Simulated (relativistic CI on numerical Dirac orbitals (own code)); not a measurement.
**Forbidden transitions in W⁴⁸⁺**

Calculated at this level of theory: Dirac-Coulomb-Breit CI, orbitals from a KLI potential per configuration, model QED (radiative potential, 1s self-energy scaled to tabulated hydrogen-like ionisation energies), unscaled Slater integrals (own radial code, finite nucleus).

CI space (outside the closed core [Ne]): 3s2.3p6.3d8, 3s2.3p5.3d9, 3s2.3p4.3d10, 3s.3p6.3d9, 3p6.3d10, 3s.3p5.3d10, 3s2.3p6.3d7.4s, 3s2.3p6.3d7.4p, 3s2.3p4.3d9.4s, 3s2.3p6.3d7.4d, 3s2.3p4.3d9.4p, 3s2.3p5.3d8.4s, 3s2.3p6.3d7.4f, 3s2.3p4.3d9.4d, 3s.3p5.3d9.4s, 3s2.3p5.3d8.4p, 3s.3p5.3d9.4p, 3s2.3p6.3d6.4s2, 3s2.3p5.3d8.4d, 3s.3p5.3d9.4d, 3s.3p6.3d8.4s, 3p6.3d9.4s, 3s2.3p6.3d6.4s.4p, 3s2.3p5.3d8.4f, 3s2.3p6.3d7.5s, 3p6.3d9.4p, 3s.3p6.3d8.4p, 3s2.3p6.3d6.4p2, 3s2.3p6.3d6.4s.4d, 3s2.3p6.3d7.5p, 3s2.3p5.3d7.4s2, 3s2.3p6.3d7.5d, 3p6.3d9.4d, 3s2.3p6.3d6.4p.4d, 3s.3p6.3d8.4d, 3s2.3p6.3d7.5f. Levels of other configurations are missing.

| λ vac (Å) | Lower | Upper | Type | A (s⁻¹) | log gf |
| --- | --- | --- | --- | --- | --- |
| 7.1076 | 3s2.3p6.3d8 1D_2 [2] | 3s2.3p6.3d7.4s 1F_3 [54] | E2 | 5.60e+09 | -3.53 |
| 7.1138 | 3s2.3p6.3d8 3P_0 [3] | 3s2.3p6.3d7.4s 3D_2 [62] | E2 | 4.65e+09 | -3.75 |
| 7.1211 | 3s2.3p6.3d8 3F_4 [1] | 3s2.3p6.3d7.4s 3H_6 [49] | E2 | 5.94e+09 | -3.23 |
| 7.1226 | 3s2.3p6.3d8 3F_4 [1] | 3s2.3p6.3d7.4s 3P_2 [48] | E2 | 5.99e+09 | -3.64 |
| 7.1283 | 3s2.3p6.3d8 1D_2 [2] | 3s2.3p6.3d7.4s 3F_4 [52] | E2 | 4.25e+09 | -3.54 |
| 7.1477 | 3s2.3p6.3d8 3F_4 [1] | 3s2.3p6.3d7.4s 3H_4 [43] | E2 | 1.89e+09 | -3.89 |
| 7.1524 | 3s2.3p6.3d8 3F_3 [4] | 3s2.3p6.3d7.4s 5F_3 [65] | E2 | 4.80e+09 | -3.59 |
| 7.1563 | 3s2.3p6.3d8 3F_4 [1] | 3s2.3p6.3d7.4s 5F_5 [41] | E2 | 4.59e+09 | -3.41 |
| 7.1768 | 3s2.3p6.3d8 3F_4 [1] | 3s2.3p6.3d7.4s 3F_3 [40] | E2 | 2.25e+09 | -3.91 |
| 7.1862 | 3s2.3p6.3d8 3F_4 [1] | 3s2.3p6.3d7.4s 5F_4 [39] | E2 | 2.36e+09 | -3.78 |
| 7.3297 | 3s2.3p6.3d8 1G_4 [7] | 3s2.3p6.3d7.4s 3D_2 [62] | E2 | 5.33e+09 | -3.67 |
| 7.3715 | 3s2.3p6.3d8 3F_4 [1] | 3s2.3p6.3d7.4s 1D_2 [38] | E2 | 3.52e+09 | -3.84 |
| 7.3809 | 3s2.3p6.3d8 3F_4 [1] | 3s2.3p6.3d7.4s 3D_3 [37] | E2 | 5.34e+09 | -3.52 |
| 7.3897 | 3s2.3p6.3d8 3F_3 [4] | 3s2.3p6.3d7.4s 1H_5 [51] | E2 | 2.65e+09 | -3.62 |
| 7.4058 | 3s2.3p6.3d8 3P_2 [5] | 3s2.3p6.3d7.4s 3G_3 [53] | E2 | 4.65e+09 | -3.57 |
| 7.4097 | 3s2.3p6.3d8 1G_4 [7] | 3s2.3p6.3d7.4s 1F_3 [54] | E2 | 4.85e+09 | -3.55 |
| 7.4101 | 3s2.3p6.3d8 3F_4 [1] | 3s2.3p6.3d7.4s 3P_2 [35] | E2 | 4.37e+09 | -3.75 |
| 7.4116 | 3s2.3p6.3d8 1D_2 [2] | 3s2.3p6.3d7.4s 1D_2 [38] | E2 | 5.72e+09 | -3.63 |
| 7.4196 | 3s2.3p6.3d8 3F_3 [4] | 3s2.3p6.3d7.4s 5P_2 [45] | E2 | 4.57e+09 | -3.72 |
| 7.4267 | 3s2.3p6.3d8 3F_3 [4] | 3s2.3p6.3d7.4s 3H_4 [43] | E2 | 6.19e+09 | -3.34 |
| 7.4322 | 3s2.3p6.3d8 1G_4 [7] | 3s2.3p6.3d7.4s 3F_4 [52] | E2 | 3.64e+09 | -3.57 |
| 7.4420 | 3s2.3p6.3d8 3P_2 [5] | 3s2.3p6.3d7.4s 3P_2 [48] | E2 | 6.94e+09 | -3.54 |
| 7.4445 | 3s2.3p6.3d8 1D_2 [2] | 3s2.3p6.3d7.4s 1P_1 [36] | E2 | 1.24e+10 | -3.51 |
| 7.4549 | 3s2.3p6.3d8 3F_4 [1] | 3s2.3p6.3d7.4s 3F_4 [34] | E2 | 1.23e+10 | -3.03 |
| 7.4566 | 3s2.3p6.3d8 1G_4 [7] | 3s2.3p6.3d7.4s 1H_5 [51] | E2 | 1.04e+10 | -3.02 |
| 7.4582 | 3s2.3p6.3d8 3F_3 [4] | 3s2.3p6.3d7.4s 3F_3 [40] | E2 | 7.26e+09 | -3.37 |
| 7.4694 | 3s2.3p6.3d8 3P_2 [5] | 3s2.3p6.3d7.4s 3H_4 [43] | E2 | 3.39e+09 | -3.59 |
| 7.4712 | 3s2.3p6.3d8 3F_4 [1] | 3s2.3p6.3d7.4s 5F_5 [33] | E2 | 2.86e+09 | -3.58 |
| 7.4960 | 3s2.3p6.3d8 1D_2 [2] | 3s2.3p6.3d7.4s 3F_4 [34] | E2 | 4.17e+09 | -3.50 |
| 7.5002 | 3s2.3p6.3d8 3P_0 [3] | 3s2.3p6.3d7.4s 1D_2 [38] | E2 | 4.63e+09 | -3.71 |

Terms are leading LS components. Brackets give the number of a level in order of energy, since labels repeat. The list gives strong lines, with weight on those to low levels, among the lowest 400 of 6493 levels, so that lines to higher ones, which can be the strongest, are missing. Levels whose partners in the same complex of configurations lie outside the list can be far off, and so can their lines. Rates are taken at the computed energies, electric ones in the length gauge.

At this charge energies of transitions that change n are usually good to better than 1 %, and those within a shell (Δn = 0) to a few per cent.

LS names give the leading component of a level, which can be under half, so a name can repeat, a term be missing and a line seem to break the LS rules.
